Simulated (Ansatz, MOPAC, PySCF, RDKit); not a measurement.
Dimer: CH5N (SMILES CN) (first 7 atoms) with CH6Si (SMILES C[SiH3]); geometry from B3LYP-D3(BJ)/def2-TZVP, rigid monomers moved along the line of their centres of mass till H6···Si9 is 2.99 Å.
(charge 0, multiplicity 1):
```tsv
atom	x (Å)	y (Å)	z (Å)
C	-0.9787	0.2707	0.0891
N	0.4280	0.1575	0.4703
H	-1.2348	-0.5492	-0.5836
H	-1.1271	1.2007	-0.4617
H	-1.6881	0.2560	0.9270
H	0.5962	-0.7062	0.9716
H	0.6962	0.9170	1.0842
C	1.4303	-0.1430	3.8908
Si	-0.4309	-0.0156	3.6908
H	1.7033	-1.0808	4.3781
H	1.8101	0.6769	4.5033
H	1.9388	-0.1052	2.9261
H	-0.9501	-1.1330	2.8656
H	-0.8045	1.2602	3.0337
H	-1.0947	-0.0683	5.0161
```

| level | interaction energy (kcal/mol) |
|---|---|
| MMFF94 | 4.54 |
| AM1 | 3.96 |
| PM6 | 2.23 |
| HF/STO-3G (no counterpoise) | 3.56 |
| HF/6-31G* | 4.24 |
| HF/aug-cc-pV(D+d)Z | 4.04 |
| PBE/def2-TZVPPD | 0.73 |
| PBE-D3(BJ)/def2-TZVPPD | -1.45 |
| r2SCAN/def2-TZVPPD | -0.48 |
| B3LYP/3-21G (no counterpoise) | -2.37 |
| B3LYP/6-31G* (no counterpoise) | 0.76 |
| PBE0/def2-TZVPPD | 0.78 |
| MP2/aug-cc-pV(D+d)Z | 0.03 |
| CCSD(T)/aug-cc-pV(D+d)Z | -0.01 |

The rows run from -2.37 (B3LYP/3-21G (no counterpoise)) to 4.54 kcal/mol (MMFF94). In aug-cc-pV(D+d)Z the value moves HF 4.04, MP2 0.03, CCSD(T) -0.01, a shift of -4.06 from HF to CCSD(T). The dispersion term adds -2.18 in PBE-D3(BJ). The 3 functionals in def2-TZVPPD without D3 or D4 span 1.26, from r2SCAN to PBE0.

Monomers are frozen at their geometry in the pair; levels with a basis set take the counterpoise correction. Rows marked so take none.

Frozen-core correlation. Rows in 3-21G, 6-31G*, STO-3G carry no dispersion term and start afresh at each structure (6-31G* with six Cartesian d functions). The state that AM1, PM6 reach isn't checked.

Programs: Ansatz (Gaussian orbitals); MOPAC for AM1, PM6 (differences of heats of formation); PySCF for 3-21G rows, 6-31G* rows, STO-3G rows, the dispersion terms; RDKit for the force fields. Values without a source in brackets are computed.

Ansatz is a program for electronic structure.
